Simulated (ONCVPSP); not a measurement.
Before and after: ONCV potential for zirconium (Zr)

| Item | Value |
| --- | --- |
| Element | zirconium |
| Generator | ONCVPSP 4.0.1 |
| Type | optimised norm-conserving Vanderbilt (ONCV) |
| Functional | PBE |
| Relativity | scalar-relativistic |
| Frozen core | [Ar] 3d10 |
| Valence charge | 12 |
| Reference configuration | 4s2 4p6 4d3 5s1 |
| Partial waves | 4s+5s: rc 2.40 bohr, ncon 4, nbas 8, qcut 4.3 1/bohr, 2 projectors; 4p: rc 1.60 bohr, ncon 4, nbas 7, qcut 10.5 1/bohr, 2 projectors, debl 3.4 Ha; 4d: rc 2.00 bohr, ncon 4, nbas 8, qcut 4.3 1/bohr, 3 projectors, debl 3.7 Ha |
| Local potential | polynomial inside 1.15 bohr (lpopt 5, dvloc0 3 Ha) |
| Core correction | Teter function, fcfact 4.75, rcfact 1.6 |

Change: reference 4s2 4p6 4d2 5s1.75.

Cutoffs: the cutoffs (Ha) at which the residual kinetic energy of the hardest occupied pseudo-wave falls to 1 and 0.1 mHa per electron; they do not see the model core or the augmentation charge, which bear on the density cutoff. Errors are all-electron minus pseudo energies relative to the spin-unpolarised reference configuration.

Q: What does the change do?

A: The potential gets neither clearly harder nor softer (29 Ha and 56 Ha → 32 Ha and 57 Ha); neither file shows a bound ghost.

| quantity | base | changed |
| --- | --- | --- |
| cutoff, loose | 29 Ha | 32 Ha |
| cutoff, tight | 56 Ha | 57 Ha |
| loose cutoff by channel | s 5.0 Ha, p 29 Ha, d 29 Ha | s 5.1 Ha, p 29 Ha, d 32 Ha |
| bound ghosts | none | none |
| GHOST(+) flags under 300 eV | s at 72.2 eV | s at 69.8 eV |
| largest error over its own tests, meV | -2.1 | -12 |
| s: phases at 2.43 bohr within 0.05 rad from the reference energy up to (Ha; the scan ends near 5) | 2.2 | 2.1 |
| p: phases at 1.62 bohr within 0.05 rad from the reference energy up to (Ha; the scan ends near 5) | to the end of the scan | to the end of the scan |
| d: phases at 2.03 bohr within 0.05 rad from the reference energy up to (Ha; the scan ends near 5) | to the end of the scan | to the end of the scan |
| rms error of d²Exc/dni dnj with the model core, mHa | 3.43 | 3.55 |
